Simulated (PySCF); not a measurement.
Computed properties of C2H7ClOSi2, SMILES C=C([SiH3])O[SiH2]Cl

C2H7ClOSi2, SMILES C=C([SiH3])O[SiH2]Cl. Geometry: B3LYP-D3(BJ)/def2-SVP. The structure was generated by enumeration, and PubChem lists no compound with its InChIKey, so it may never have been made. Other conformers were not sampled. All values are computed for the isolated molecule unless a solvent is named; none is compared with measurement here.

**Structure.** All 33 harmonic modes at B3LYP-D3(BJ)/def2-SVP (PySCF) are real, so it is a minimum. With heavy atoms numbered as in [CH2:1]=[C:2]([SiH3:3])[O:4][SiH2:5][Cl:6], the shortest bond between them is C1–C2 at 1.342 Å and the longest Si5–Cl6 at 2.076 Å.

**Vibrations.** The strongest infrared lines (harmonic, unscaled, degenerate partners summed) lie at 901 cm⁻¹ (560 km/mol, H 83 %, Si 14 %), 1249 cm⁻¹ (219 km/mol, C 61 %, O 23 %, H 14 %), 947 cm⁻¹ (154 km/mol, H 94 %). The softest mode is at 33 cm⁻¹ and the zero-point energy is 51.0 kcal/mol.

**Electronic structure.** ωB97X/def2-TZVP (PySCF) places the frontier levels at -9.74 and 1.72 eV, a gap of 11.46 eV, and gives a dipole moment of 1.08 D and a mean polarisability of 88.8 bohr³. PBE/def2-TZVP (PySCF) at the same geometry gives -6.24 and -1.41 eV, so its gap is 6.63 eV narrower. An orbital gap is neither the optical nor the fundamental gap.

**Excitations.** TDA-B3LYP/def2-SVPD (PySCF) has S1 at 6.13 eV (202 nm, f = 0.019, weak); the most intense of the 10 singlets computed lies at 6.92 eV (f = 0.15). T1 (TDA) is at 4.08 eV, 2.05 eV under S1. TDA-PBE/def2-SVPD (PySCF) puts S1 at 5.52 eV. No vertical singlet excitation falls in the visible range (under 3.1 eV).

**NMR.** GIAO shifts at PBE0/pcSseg-1 (PySCF) (non-relativistic, atoms alike by connectivity averaged): ¹³C from 119.0 to 170.3 ppm against TMS; ¹H from 4.4 to 5.7 ppm against TMS; ²⁹Si from -68.4 to -13.1 ppm against TMS. Without spin–orbit terms, shifts of atoms bonded to Cl or Br come out too high.

**Solvation.** SMD-ωB97X/def2-SVP (PySCF) gives 2.4 kcal/mol in water, -1.5 kcal/mol in 1-octanol, -2.3 kcal/mol in chlorobenzene (1 M in both phases, gas-phase geometry); of these solvents chlorobenzene holds the molecule best.
